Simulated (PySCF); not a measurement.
Species: C₇H₁₂NP.
Bonds: C1–C2, C2–C3 (aromatic), C3–N4 (aromatic), N4–C5, C5–C6, C5–C7, N4–C8 (aromatic), C8–P9 (aromatic), C2–P9 (aromatic). Hydrogens: H10, H11, H12 on C1; H13 on C3; H14 on C5; H15, H16, H17 on C6; H18, H19, H20 on C7; H21 on C8.

Torsions of this conformer, `[CH3:1][c:2]1[cH:3][n:4]([CH:5]([CH3:6])[CH3:7])[cH:8][p:9]1`: C3–N4–C5–C6 -64°.

The closed-shell ground state was solved at several levels (PySCF, density fitting, gas phase, non-relativistic). Geometry: PBE0-D3(BJ)/def2-SVP, one conformer, isolated molecule.

| level | basis functions | total energy (Eh) | HOMO (eV) | LUMO (eV) | gap (eV) | dipole (D) |
| --- | --- | --- | --- | --- | --- | --- |
| PBE0/pcSseg-1 | 220 | -669.4966 | -6.08 | 0.00 | 6.08 | 3.97 |
| mPW1PW91/pcSseg-1 | 220 | -669.9614 | -6.10 | -0.02 | 6.08 | 3.97 |

Q: What might wB97X-D/def2-SVPD (280 basis functions) give for the same quantities?

A: Total energy -669.6350 Eh, HOMO -7.84 eV, LUMO 1.64 eV, gap 9.48 eV, dipole 4.00 D.

Q: How far do the dipole and the HOMO energy spread over the levels?

A: The dipole runs from 3.97 to 4.00 D (mean 3.98 D) and the HOMO from -7.84 to -6.08 eV.

The pairwise dispersion term of wB97X-D wasn't added to the energies; at a given geometry it leaves orbitals and properties as they are.
